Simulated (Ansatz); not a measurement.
Born–Oppenheimer molecular dynamics of AlH7OSSi (11 atoms, charge 0, multiplicity 1). It starts at the highest image of a converged band, a first-order saddle point between two minima.

Level of theory: Ansatz 0.2.0, RKS PBE-D4/def2-SVP.

| Quantity | Value |
| --- | --- |
| ensemble | NVE (velocity Verlet) |
| time step | 0.5 fs |
| steps asked | 200 |
| starting velocities drawn for | 100 K |
| seed | 8820 |

First frame:

```xyz
11
Properties=species:S:1:pos:R:3
Al -0.092 -0.663 -1.480
S 2.211 0.145 -1.290
H -0.121 -2.251 -1.312
H -0.834 0.150 -2.634
H 1.147 0.444 -0.155
O -0.130 0.223 0.162
Si -1.020 0.644 1.538
H 2.656 -0.986 -0.672
H -0.056 0.814 2.678
H -1.762 1.932 1.314
H -1.999 -0.453 1.851
```

(1) How far do the bonds stretch over the last three quarters of this one trajectory? (Pairs bonded in most of those frames.)

Results:

(1) 
```json
{"bond": "Al1–S2", "mean (Å)": "2.679", "spread (Å)": "0.096", "shortest": "2.50", "longest": "2.80"}
{"bond": "Al1–H3", "mean (Å)": "1.604", "spread (Å)": "0.026", "shortest": "1.57", "longest": "1.64"}
{"bond": "Al1–H4", "mean (Å)": "1.602", "spread (Å)": "0.039", "shortest": "1.54", "longest": "1.66"}
{"bond": "Al1–O6", "mean (Å)": "1.757", "spread (Å)": "0.021", "shortest": "1.74", "longest": "1.83"}
{"bond": "S2–H5", "mean (Å)": "1.375", "spread (Å)": "0.019", "shortest": "1.35", "longest": "1.43"}
{"bond": "S2–H8", "mean (Å)": "1.363", "spread (Å)": "0.006", "shortest": "1.35", "longest": "1.37"}
{"bond": "O6–Si7", "mean (Å)": "1.658", "spread (Å)": "0.010", "shortest": "1.64", "longest": "1.67"}
{"bond": "Si7–H9", "mean (Å)": "1.511", "spread (Å)": "0.020", "shortest": "1.48", "longest": "1.54"}
{"bond": "Si7–H10", "mean (Å)": "1.507", "spread (Å)": "0.007", "shortest": "1.50", "longest": "1.52"}
{"bond": "Si7–H11", "mean (Å)": "1.510", "spread (Å)": "0.007", "shortest": "1.50", "longest": "1.52"}
```

Mean temperature of the second half: 169 K. The conserved energy stayed within 0.033 meV per atom of its start (net change 0.018 meV per atom), so the integration is sound. The kinetic energy rose, since the run started high on the potential surface and went downhill. A run of 0.1 ps of so small a system gives no equilibrium averages. The orbitals stay closed-shell, which can raise the energy where a bond breaks towards radicals; this wasn't checked here.

Time of the run: 3.3 min on 2 threads of Intel(R) Xeon(R) 6975P-C (Granite Rapids), on a shared host, peak memory 0.16 GiB.
